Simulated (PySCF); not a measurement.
Job file and geometry (Å, from GFN2-xTB) of an NMR shielding run on `CB(P)N(C)C`, C3H11BNP, GIAO PBE0/pcSseg-1 NMR shielding, non-relativistic, gas phase (PySCF 2.14.0, density-fitted response routines); density fitting, a coarse starting grid and PySCF grid level 2 are the driver's defaults:

```
$ OMP_NUM_THREADS=1 python probes_run.py task.json out

{"job": {"kind": "nmr", "xc": "PBE0", "basis": "pcSseg-1"}, "charge": 0, "multiplicity": 1}
C      1.302482     1.557975     0.205519
B      0.699876     0.161719    -0.264534
P      1.804595    -1.052481    -1.289009
N     -0.614798    -0.185257    -0.000627
C     -1.247452    -1.401034    -0.463613
C     -1.532882     0.608972     0.788251
H      2.293814     1.736129    -0.207221
H      1.398149     1.605999     1.290328
H      0.675769     2.396692    -0.095810
H      3.025528    -0.599348    -0.821987
H      1.773491    -2.096506    -0.377668
H     -0.590016    -1.928506    -1.153142
H     -2.180004    -1.164301    -0.983773
H     -1.481886    -2.060338     0.378648
H     -1.041915     1.503187     1.156628
H     -1.893424     0.027325     1.642247
H     -2.398328     0.901804     0.185852
```

Question: What does the program print?

Answer: 
```
coarse grid: 13856 points
cycle   1  E = -541.4378581370  dE =  4.460e-01  |g| = 3.905e-01  |ddm| = 3.417e+00
cycle   2  E = -541.4345367057  dE =  3.321e-03  |g| = 4.100e-01  |ddm| = 8.161e-01
cycle   3  E = -541.4802671168  dE = -4.573e-02  |g| = 4.752e-02  |ddm| = 4.551e-01
cycle   4  E = -541.4807131772  dE = -4.461e-04  |g| = 2.640e-02  |ddm| = 7.410e-02
cycle   5  E = -541.4808534380  dE = -1.403e-04  |g| = 6.569e-03  |ddm| = 2.256e-02
cycle   6  E = -541.4808623810  dE = -8.943e-06  |g| = 2.217e-03  |ddm| = 7.918e-03
final grid: 126848 points
cycle   7  E = -541.5130586902  dE = -3.865e-05  |g| = 8.641e-03  |ddm| = 3.068e-02
cycle   8  E = -541.5130519756  dE =  6.715e-06  |g| = 9.909e-03  |ddm| = 1.845e-02
cycle   9  E = -541.5130787824  dE = -2.681e-05  |g| = 6.479e-04  |ddm| = 1.049e-02
cycle  10  E = -541.5130788664  dE = -8.405e-08  |g| = 2.600e-04  |ddm| = 7.314e-04
cycle  11  E = -541.5130788788  dE = -1.239e-08  |g| = 6.304e-05  |ddm| = 1.898e-04
cycle  12  E = -541.5130788797  dE = -8.696e-10  |g| = 2.453e-05  |ddm| = 7.174e-05
converged SCF energy = -541.5130788797

GIAO shielding tensors (ppm)
atom      isotropic    diamagn.    paramagn.     s11        s22        s33       span
  0 C      178.593     253.412     -74.820    171.720    175.282    188.776     17.056
  1 B       54.139     196.503    -142.364     22.080     33.642    106.696     84.617
  2 P      562.503     968.665    -406.162    473.999    591.304    622.208    148.209
  3 N      137.556     324.715    -187.158     16.300    180.453    215.915    199.615
  4 C      141.384     246.794    -105.411    118.769    124.278    181.104     62.335
  5 C      145.181     247.266    -102.084    123.202    129.513    182.829     59.627
  6 H       31.053      31.778      -0.726     26.118     30.805     36.235     10.117
  7 H       31.140      32.014      -0.874     27.188     29.479     36.753      9.565
  8 H       31.210      32.123      -0.913     26.593     30.030     37.008     10.415
  9 H       30.355      31.715      -1.360     25.021     28.397     37.646     12.624
 10 H       29.948      31.401      -1.453     24.845     28.569     36.432     11.587
 11 H       28.432      30.943      -2.511     22.520     31.253     31.523      9.003
 12 H       29.065      29.642      -0.577     25.457     26.622     35.116      9.659
 13 H       28.958      29.995      -1.036     25.641     26.365     34.869      9.228
 14 H       28.284      31.910      -3.625     22.937     29.806     32.110      9.173
 15 H       29.150      30.203      -1.053     25.430     26.730     35.290      9.860
 16 H       29.133      30.039      -0.906     25.414     26.620     35.366      9.952
```

Size and cost of the density-fitted run: 164 basis functions, 52 s wall time on 1 thread of an Intel Xeon, shared host; peak memory 0.75 GiB.
